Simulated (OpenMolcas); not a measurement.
An atom or ion with 22 electrons was computed by MS-CASPT2, IPEA 0.25 Eh, imaginary shift 0.1 Eh with spin-orbit coupling (OpenMolcas, ANO-RCC-VTZP, DKH2). The lowest levels that the run gave, each within 12 % of the measured value where one is at hand:

```json
{"J": "0", "Parity": "even", "E (cm-1)": "0.0", "g": ""}
{"J": "1", "Parity": "even", "E (cm-1)": "103", "g": "1.501"}
{"J": "2", "Parity": "even", "E (cm-1)": "303", "g": "1.501"}
{"J": "3", "Parity": "even", "E (cm-1)": "591", "g": "1.501"}
{"J": "4", "Parity": "even", "E (cm-1)": "957", "g": "1.501"}
{"J": "0", "Parity": "even", "E (cm-1)": "20800", "g": ""}
{"J": "1", "Parity": "even", "E (cm-1)": "21420", "g": "1.500"}
{"J": "4", "Parity": "even", "E (cm-1)": "21570", "g": "0.803"}
{"J": "5", "Parity": "even", "E (cm-1)": "21790", "g": "1.035"}
{"J": "6", "Parity": "even", "E (cm-1)": "22040", "g": "1.167"}
{"J": "2", "Parity": "even", "E (cm-1)": "22490", "g": "1.500"}
{"J": "2", "Parity": "even", "E (cm-1)": "23080", "g": "0.666"}
```

Q: Which ion is it, and what are the configurations and terms?

A: Mn³⁺ (Z = 25, charge +3; active space 4 electrons in 5 orbitals (3d)). J, parity and g give the terms where levels are pure, and mixed ones are named by the computed weights; the size of the splittings, set against known spectra of the 22-electron sequence, gives the charge. In order, with the measured energies in cm-1 (Corliss and Sugar, J. Phys. Chem. Ref. Data 6, 1253 (1977)): 3d4 5D0, 3d4 5D1 (99.0), 3d4 5D2 (287), 3d4 5D3 (552), 3d4 5D4 (886), 3d4 3P0(1) (20654), 3d4 3P1(1) (21279), 3d4 3H4 (21281), 3d4 3H5 (21475), 3d4 3H6 (21679), 3d4 3P2(1) (22325), 3d4 3F2(1) (22791).

CASPT2 breaks the degeneracy within a term, and the mean is taken; among the terms shown or strongly mixed into the levels shown the widest spread is 430 cm-1 (3d4 3H). The CASPT2 spread within a term exceeds the gap to the next term for 3d4 3H and 3d4 3P(1), so the order of their levels is uncertain. Measured partners are found by configuration, term and J. A level has none where our copy of the source lacks it or the pairing is in doubt (some pairs that miss far off the trend of their configuration count as doubtful), and it then counts in no deviation. Only configurations of the active space appear.

A number in round brackets counts repeated terms of one configuration in the order of the reference energies.
